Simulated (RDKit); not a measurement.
Input file for RDKit: MMFF94 on H4N2Si (SMILES N[Si]N), a point of a torsion scan.

```python
from rdkit import Chem
from rdkit.Chem import AllChem, rdDetermineBonds

blocks = [
'''7

N     1.38021161    0.10763851   -0.23894151
Si    0.10885985    0.37472967    0.90977954
N     1.00681510    0.63929035    2.35280192
H     1.41407710   -0.76873309   -0.73469419
H     2.32759245    0.39157672   -0.00914273
H     2.01775480    0.63640734    2.41699615
H     0.58363630    0.97590364    3.20078560
''',
]
mol = None
for b in blocks:
    f = Chem.MolFromXYZBlock(b)
    rdDetermineBonds.DetermineBonds(f, charge=0)
    mol = f if mol is None else Chem.CombineMols(mol, f)
Chem.SanitizeMol(mol)
print(Chem.MolToSmiles(Chem.RemoveHs(mol)))
ff = AllChem.MMFFGetMoleculeForceField(mol, AllChem.MMFFGetMoleculeProperties(mol), nonBondedThresh=100.0, ignoreInterfragInteractions=False)
e = ff.CalcEnergy()
print(f'MMFF94 energy {e:.6f} kcal/mol')
```

Output:

```
N[Si-]=[NH2+]
MMFF94 energy -64.136253 kcal/mol
```

The run finished.

Cost: roughly 0.03 core-seconds.
